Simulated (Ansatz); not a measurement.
GaH3O3 (`[OH][Ga]([OH])[OH]`) at its PBE0-D4/def2-TZVP geometry, where that method's forces vanish. Charge 0, multiplicity 1.

```
atom   x (Å)   y (Å)   z (Å)
  O1   0.538  -1.234   1.156
 Ga2   0.000   0.000   0.000
  O3  -0.845   1.449   0.578
  O4   0.307  -0.215  -1.734
  H5   0.322  -1.020   2.066
  H6  -1.091   2.050  -0.128
  H7   0.769  -1.031  -1.938
```

Q: For each bond, give half the difference of the two atoms' forces along it (eV/Å; positive pushes the atoms apart) under PBE-D4, r2SCAN-D4, B3LYP-D4, ωB97M-V in def2-TZVPP. (Estimate.)

A: Computed: 
```
  bond  length (Å)  PBE-D4  r2SCAN-D4  B3LYP-D4  ωB97M-V
O1–Ga2       1.774    0.18       0.02      0.11     0.03
 O1–H5       0.960    0.38       0.05     -0.02    -0.07
Ga2–O3       1.774    0.18       0.01      0.11     0.04
Ga2–O4       1.774    0.18       0.01      0.11     0.03
 O3–H6       0.960    0.38       0.05     -0.02    -0.07
 O4–H7       0.960    0.38       0.05     -0.02    -0.07
```

B3LYP here is the variant with VWN-RPA as its local correlation; programs differ in this.
